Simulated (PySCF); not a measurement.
C4H10O2Si, SMILES C=C[Si](C)(O)OC, GFN2-xTB optimised geometry.

```
17

C     -0.87    -1.73    -1.87
C     -1.23    -0.51    -1.50
Si    -0.54     0.42     0.00
C      1.36     0.42     0.00
O     -1.08     1.96     0.00
O     -1.18    -0.19     1.39
C     -1.07    -1.50     1.85
H     -1.30    -2.23    -2.72
H     -0.10    -2.28    -1.35
H     -2.00    -0.01    -2.08
H      1.76    -0.58    -0.11
H      1.75     1.02    -0.82
H      1.75     0.84     0.92
H     -1.76     2.21     0.62
H     -1.44    -2.21     1.11
H     -0.03    -1.75     2.08
H     -1.67    -1.59     2.76
```

Density from CAM-B3LYP/def2-SVP in PySCF at that geometry.

Minimum of the electron density along straight lines between bonded atoms, close to the bond critical point (lines longer than 1.1 times the sum of covalent radii, or with two minima, are not listed):

```csv
bond,length / Å,ρ at the minimum / e bohr⁻³,∇²ρ there / e bohr⁻⁵,position (fraction from the first atom)
C1–C2,1.324,0.345,-0.93,0.51
C2–Si3,1.894,0.114,0.33,0.62
Si3–C4,1.901,0.114,0.32,0.38
Si3–O5,1.626,0.131,1.09,0.41
Si3–O6,1.643,0.125,1.02,0.41
O6–C7,1.396,0.259,-0.33,0.66
C1–H8,1.080,0.283,-1.10,0.64
C1–H9,1.079,0.283,-1.09,0.63
C2–H10,1.084,0.278,-1.04,0.63
C4–H11,1.086,0.271,-0.97,0.62
C4–H12,1.085,0.272,-0.99,0.63
C4–H13,1.087,0.272,-0.98,0.63
O5–H14,0.954,0.352,-2.50,0.82
C7–H15,1.093,0.282,-1.08,0.64
C7–H16,1.093,0.282,-1.07,0.63
C7–H17,1.091,0.283,-1.10,0.64
```
